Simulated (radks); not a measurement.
Results of a calculation; reference values are marked as such.
Coulomb parameter of the 3d shell of the titanium ion Ti2+ in the model configuration [Ar] 3d1 4s1, as a second difference U = [E(n + 0.25) + E(n - 0.25) - 2 E(n)] / (0.25)^2 with all orbitals relaxed. "Bare": the charge of the atom changes with n. "Screened": the 4s shell takes up the change at fixed total charge, which measures U(3d,3d) + U(4s,4s) - 2 U(3d,4s). Level of theory: scalar-relativistic Kohn-Sham, PBE, spin-unpolarised, spherical densities, finite nucleus; Fermi nuclear charge, rms radius 3.5921 fm (a radial shooting solver on a logarithmic mesh with Libxc functionals).

| case | configuration | E - E(n) (eV) |
|---|---|---|
| start | [Ar] 3d1 4s1 | 0.000 |
| bare +0.25 | [Ar] 3d1.25 4s1 | -5.739 |
| bare -0.25 | [Ar] 3d0.75 4s1 | 6.675 |
| screened +0.25 | [Ar] 3d1.25 4s0.75 | -1.352 |
| screened -0.25 | [Ar] 3d0.75 4s1.25 | 1.565 |

U(bare) = 14.976 eV, U(screened by 4s) = 3.403 eV, against the Slater integral F0(3d,3d) = 19.119 eV with frozen orbitals.
